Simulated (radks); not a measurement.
Species: the holmium ion Ho27+. Configuration: [Kr] 4d4. Calculated with a radial shooting solver on a logarithmic mesh with Libxc functionals: Dirac Kohn-Sham, PBE, spin-unpolarised, spherical densities, finite nucleus; open shells fill j = l - 1/2 first; Fermi nuclear charge, rms radius 5.2022 fm.

Radial electron density D(r) = 4 pi r^2 rho(r):

```
   r/bohr * D(r) (the largest magnitude, 119, reaches the edge; | marks zero)
 0.001217 |  *
 0.001373 |   *
  0.00156 |    *
 0.001759 |     *
 0.001983 |      *
 0.002236 |       *
 0.002541 |         *
 0.002865 |          *
  0.00323 |            *
 0.003642 |               *
  0.00414 |                 *
 0.004668 |                    *
 0.005263 |                       *
 0.005934 |                          *
 0.006744 |                             *
 0.007604 |                                *
 0.008573 |                                   *
 0.009666 |                                      *
  0.01099 |                                        *
  0.01239 |                                         *
  0.01397 |                                          *
  0.01575 |                                          *
   0.0179 |                                         *
  0.02018 |                                       *
  0.02275 |                                      *
  0.02565 |                                     *
  0.02916 |                                     *
  0.03287 |                                      *
  0.03706 |                                         *
  0.04179 |                                            *
   0.0475 |                                                *
  0.05355 |                                                    *
  0.06038 |                                                      *
  0.06808 |                                                      *
  0.07737 |                                                   *
  0.08724 |                                               *
  0.09836 |                                           *
   0.1109 |                                        *
    0.126 |                                         *
   0.1421 |                                           *
   0.1602 |                                              *
   0.1807 |                                               *
   0.2053 |                                            *
   0.2315 |                                     *
    0.261 |                             *
   0.2943 |                     *
   0.3345 |                *
   0.3771 |                *
   0.4252 |                *
   0.4794 |                *
   0.5449 |             *
   0.6144 |         *
   0.6927 |     *
    0.781 |  *
   0.8877 |*
    1.001 *
    1.128 *
    1.272 *
    1.446 *
     1.63 *
```

D(r) has 4 maxima, at r = 0.0144, 0.0633, 0.176, 0.439 bohr, and minima at 0.0278, 0.116, 0.371 bohr, inside which lie 2.02, 11.11, 29.35 electrons.
